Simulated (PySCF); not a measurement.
PySCF job for B(F)(GeH3)(OH) (BFGeH4O), SMILES [GeH3][B](O)F, TDDFT-B3LYP/def2-SVPD. Geometry: PBE0-D3(BJ)/def2-SVP. This is a generated structure with no PubChem entry under its InChIKey; it may be hypothetical. Other conformers were not sampled.

```python
import numpy as np
from pyscf import gto, scf, dft, tdscf

mol = gto.M(
    atom='''
    B    -0.00824808    1.05100314    0.00000000
    F    -1.17160886    1.70984020   -0.00000000
    Ge    0.01558918   -1.02135033    0.00000000
    H    -0.71687891   -1.57012140    1.24023854
    H    -0.71687890   -1.57012139   -1.24023856
    H     1.45079904   -1.57490978   -0.00000001
    O     1.13594524    1.75550616   -0.00000000
    H     0.98226318    2.71073617    0.00000000
    ''',
    basis='def2-SVPD',
    charge=0,
    spin=0,
    symmetry=True,
    max_memory=1600,
    verbose=4,
)
mf = dft.RKS(mol, xc='b3lyp').density_fit(auxbasis='def2-universal-jkfit')
mf.grids.level = 3
mf.conv_tol = 1e-9
mf.max_cycle = 100
mf.kernel()
mf.grids = dft.Grids(mol).set(level=1).build(with_non0tab=True)  # coarser grid for the response kernel
td = tdscf.TDDFT(mf)
td.singlet = True
td.nstates = 10
td.conv_tol = 1e-4
td.positive_eig_threshold = 1e-6
td.kernel(x0=td.get_init_guess(mf, 15))
td.analyze()
tt = tdscf.TDA(mf)
tt.singlet = False
tt.nstates = 4
tt.conv_tol = 1e-4
tt.positive_eig_threshold = 1e-6
tt.kernel(x0=tt.get_init_guess(mf, 9))
tt.analyze(verbose=3)
```

Output:

```
PySCF version 2.14.0

[INPUT] verbose = 4
[INPUT] num. atoms = 8
[INPUT] num. electrons = 58
[INPUT] charge = 0
[INPUT] spin (= nelec alpha-beta = 2S) = 0
[INPUT] symmetry True subgroup None
[INPUT] Mole.unit = angstrom
[INPUT] Symbol           X                Y                Z      unit          X                Y                Z       unit  Magmom
[INPUT]  1 B     -0.008248080000   1.051003140000   0.000000000000 AA   -0.015586612254   1.986108090658   0.000000000000 Bohr   0.0
[INPUT]  2 F     -1.171608860000   1.709840200000   0.000000000000 AA   -2.214019870514   3.231129694772   0.000000000000 Bohr   0.0
[INPUT]  3 Ge     0.015589180000  -1.021350330000   0.000000000000 AA    0.029459280707  -1.930072400934   0.000000000000 Bohr   0.0
[INPUT]  4 H     -0.716878910000  -1.570121400000   1.240238540000 AA   -1.354704804377  -2.967099428319   2.343711169730 Bohr   0.0
[INPUT]  5 H     -0.716878900000  -1.570121390000  -1.240238560000 AA   -1.354704785479  -2.967099409421  -2.343711207525 Bohr   0.0
[INPUT]  6 H      1.450799040000  -1.574909780000  -0.000000010000 AA    2.741612847382  -2.976148155099  -0.000000018897 Bohr   0.0
[INPUT]  7 O      1.135945240000   1.755506160000   0.000000000000 AA    2.146625396103   3.317425852387   0.000000000000 Bohr   0.0
[INPUT]  8 H      0.982263180000   2.710736170000   0.000000000000 AA    1.856208392444   5.122548957252   0.000000000000 Bohr   0.0

nuclear repulsion = 243.307457237281
point group symmetry = Cs
symmetry origin: [-1.62907432e-09 -5.86466740e-09 -9.77444549e-10]
symmetry axis x: [ 1.00000000e+00  1.45907978e-09 -5.30359011e-10]
symmetry axis y: [ 1.45907978e-09 -1.00000000e+00 -3.42177195e-10]
symmetry axis z: [ 5.30359012e-10 -3.42177235e-10  1.00000000e+00]
num. orbitals of irrep A' = 92
num. orbitals of irrep A" = 44
number of shells = 56
number of NR pGTOs = 216
number of NR cGTOs = 136
basis = def2-SVPD
ecp = {}


******** <class 'pyscf.df.df_jk.DFSymAdaptedRKS'> ********
method = DFSymAdaptedRKS
initial guess = minao
damping factor = 0
level_shift factor = 0
DIIS = <class 'pyscf.scf.diis.CDIIS'>
diis_start_cycle = 1
diis_space = 8
diis_damp = 0
SCF conv_tol = 1e-09
SCF conv_tol_grad = None
SCF max_cycles = 100
direct_scf = False
XC library pyscf.dft.libxc version 7.1.2
    S. Lehtola, C. Steigemann, M. J. T. Oliveira, and M. A. L. Marques,  SoftwareX 7, 1–5 (2018)
XC functionals = b3lyp
    P. J. Stephens, F. J. Devlin, C. F. Chabalowski, and M. J. Frisch,  J. Phys. Chem. 98, 11623 (1994)
radial grids:
    Treutler-Ahlrichs [JCP 102, 346 (1995); DOI:10.1063/1.469408] (M4) radial grids

becke partition: Becke, JCP 88, 2547 (1988); DOI:10.1063/1.454033
pruning grids: <function nwchem_prune>
grids dens level: 3
symmetrized grids: True
atomic radii adjust function: <function treutler_atomic_radii_adjust>
small_rho_cutoff = 0
Freeze 0 electrons in irreps []
    58 free electrons in irreps A' A"
Set gradient conv threshold to 3.16228e-05
Initial guess from minao.
tot grids = 102264
******** <class 'pyscf.df.df.DF'> ********
auxbasis = def2-universal-jkfit
init E= -2278.66987585225
HOMO (A') = -0.326865395637551  LUMO (A") = -0.0716054127454  gap/eV = 6.94598
cycle= 1 E= -2278.97296123109  delta_E= -0.303  |g|= 0.821  |ddm|= 3.26
HOMO (A') = -0.258357588351006  LUMO (A") = -0.0103382537789676  gap/eV = 6.74895
cycle= 2 E= -2278.79849505294  delta_E= 0.174  |g|= 1.28  |ddm|= 1.53
HOMO (A') = -0.30723258284105  LUMO (A") = -0.0264013939114944  gap/eV = 7.64181
cycle= 3 E= -2279.0781003743  delta_E= -0.28  |g|= 0.127  |ddm|= 0.984
HOMO (A') = -0.311465982550526  LUMO (A") = -0.0271744382339678  gap/eV = 7.73597
cycle= 4 E= -2279.08056402022  delta_E= -0.00246  |g|= 0.0428  |ddm|= 0.131
HOMO (A') = -0.312638439160413  LUMO (A") = -0.0274480826192258  gap/eV = 7.76042
cycle= 5 E= -2279.08081014321  delta_E= -0.000246  |g|= 0.0155  |ddm|= 0.0404
HOMO (A') = -0.312288757731913  LUMO (A") = -0.026960672281652  gap/eV = 7.76417
cycle= 6 E= -2279.08084674137  delta_E= -3.66e-05  |g|= 0.0033  |ddm|= 0.0136
HOMO (A') = -0.312077969183891  LUMO (A") = -0.0269175933938146  gap/eV = 7.75961
cycle= 7 E= -2279.0808485427  delta_E= -1.8e-06  |g|= 0.000428  |ddm|= 0.00401
HOMO (A') = -0.312135373976872  LUMO (A") = -0.0269622881457314  gap/eV = 7.75995
cycle= 8 E= -2279.08084857852  delta_E= -3.58e-08  |g|= 9.91e-05  |ddm|= 0.000624
HOMO (A') = -0.312114825896095  LUMO (A") = -0.0269425569029584  gap/eV = 7.75993
cycle= 9 E= -2279.08084858148  delta_E= -2.96e-09  |g|= 2.51e-05  |ddm|= 0.000194
HOMO (A') = -0.312118487539667  LUMO (A") = -0.0269464352077851  gap/eV = 7.75993
cycle= 10 E= -2279.08084858167  delta_E= -1.91e-10  |g|= 4.22e-06  |ddm|= 4.67e-05
HOMO (A') = -0.312119116441615  LUMO (A") = -0.0269464267069983  gap/eV = 7.75994
Extra cycle  E= -2279.08084858167  delta_E= 1.36e-12  |g|= 5.6e-06  |ddm|= 1.44e-05
converged SCF energy = -2279.08084858167
tot grids = 32968
Overwritten attributes  positive_eig_threshold  of <class 'pyscf.tdscf.rks.TDDFT'>


******** <class 'pyscf.tdscf.rks.TDDFT'> for <class 'pyscf.df.df_jk.DFSymAdaptedRKS'> ********
nstates = 10 singlet
deg_eia_thresh = 1.000e-03
wfnsym = None
conv_tol = 0.0001
eigh lindep = 1e-12
eigh level_shift = 0
eigh max_cycle = 100


Excitation energies (eV)
[6.77780774 7.32456751 7.50458062 7.78069343 8.14618836 8.18139946
 8.20307641 8.40170884 8.73674568 8.87757942]

** Singlet excitation energies and oscillator strengths **
Excited State   1:   A"      6.77781 eV    182.93 nm  f=0.0276
      29 -> 30        0.69105
Excited State   2:   A'      7.32457 eV    169.27 nm  f=0.1381
      27 -> 30        0.10120
      29 -> 31       -0.69523
Excited State   3:   A"      7.50458 eV    165.21 nm  f=0.0086
      28 -> 30        0.68891
Excited State   4:   A'      7.78069 eV    159.35 nm  f=0.0925
      27 -> 30        0.65475
      28 -> 31       -0.14337
      29 -> 33       -0.12923
      29 -> 34        0.10532
Excited State   5:   A'      8.14619 eV    152.20 nm  f=0.0110
      28 -> 31        0.44622
      29 -> 32        0.50683
      29 -> 33       -0.16478
Excited State   6:   A'      8.18140 eV    151.54 nm  f=0.0753
      27 -> 30       -0.13104
      28 -> 31       -0.50601
      29 -> 32        0.45716
Excited State   7:   A"      8.20308 eV    151.14 nm  f=0.0867
      27 -> 31        0.68829
      27 -> 32        0.10136
Excited State   8:   A'      8.40171 eV    147.57 nm  f=0.0104
      28 -> 31        0.10292
      29 -> 32        0.12071
      29 -> 33        0.61160
      29 -> 34        0.24448
Excited State   9:  ???      8.73675 eV    141.91 nm  f=0.0002
      25 -> 30        0.69241
      29 -> 35        0.10322
Excited State  10:   A"      8.87758 eV    139.66 nm  f=0.0362
      26 -> 31       -0.13587
      27 -> 32       -0.62971
      27 -> 33        0.24495

** Transition electric dipole moments (AU) **
state          X           Y           Z        Dip. S.      Osc.
  1        -0.0000     -0.0000     -0.4073      0.1659      0.0276
  2         0.0461      0.8760     -0.0000      0.7694      0.1381
  3        -0.0000      0.0000     -0.2169      0.0470      0.0086
  4        -0.1758     -0.6741     -0.0000      0.4853      0.0925
  5        -0.2320      0.0388      0.0000      0.0553      0.0110
  6         0.5427      0.2850     -0.0000      0.3757      0.0753
  7         0.0000      0.0000     -0.6568      0.4314      0.0867
  8        -0.2240      0.0209      0.0000      0.0506      0.0104
  9         0.0000      0.0000      0.0321      0.0010      0.0002
 10         0.0000     -0.0000      0.4081      0.1665      0.0362

** Transition velocity dipole moments (imaginary part, AU) **
state          X           Y           Z        Dip. S.      Osc.
  1         0.0000     -0.0000     -0.1058      0.0112      0.0299
  2         0.0132      0.2389      0.0000      0.0572      0.1417
  3        -0.0000     -0.0000     -0.0595      0.0035      0.0086
  4        -0.0482     -0.1923      0.0000      0.0393      0.0916
  5        -0.0719      0.0088     -0.0000      0.0052      0.0117
  6         0.1672      0.0829      0.0000      0.0348      0.0772
  7         0.0000     -0.0000     -0.2040      0.0416      0.0920
  8        -0.0701      0.0048      0.0000      0.0049      0.0106
  9         0.0000     -0.0000      0.0139      0.0002      0.0004
 10         0.0000     -0.0000      0.1373      0.0189      0.0385

** Transition magnetic dipole moments (imaginary part, AU) **
state          X           Y           Z
  1        -0.3818      0.0752      0.0000
  2        -0.0000      0.0000     -0.0078
  3         0.0493     -0.4742     -0.0000
  4        -0.0000     -0.0000     -0.0931
  5         0.0000      0.0000      0.5171
  6         0.0000      0.0000     -0.3773
  7        -0.6954      0.0410      0.0000
  8        -0.0000     -0.0000     -0.4633
  9        -0.3019      0.4914      0.0000
 10         0.5427      0.6875      0.0000
Overwritten attributes  positive_eig_threshold  of <class 'pyscf.tdscf.rks.TDA'>


******** <class 'pyscf.tdscf.rks.TDA'> for <class 'pyscf.df.df_jk.DFSymAdaptedRKS'> ********
nstates = 4 triplet
deg_eia_thresh = 1.000e-03
wfnsym = None
conv_tol = 0.0001
eigh lindep = 1e-12
eigh level_shift = 0
eigh max_cycle = 100


Excitation energies (eV)
[5.6286622  6.94032858 7.1132343  7.18962987]

** Triplet excitation energies and oscillator strengths **
Excited State   1:   A"      5.62866 eV    220.27 nm  f=0.0000
Excited State   2:   A'      6.94033 eV    178.64 nm  f=0.0000
Excited State   3:   A'      7.11323 eV    174.30 nm  f=0.0000
Excited State   4:   A"      7.18963 eV    172.45 nm  f=0.0000
```

Self-consistency was reached.

Cost: roughly 3 core-minutes.
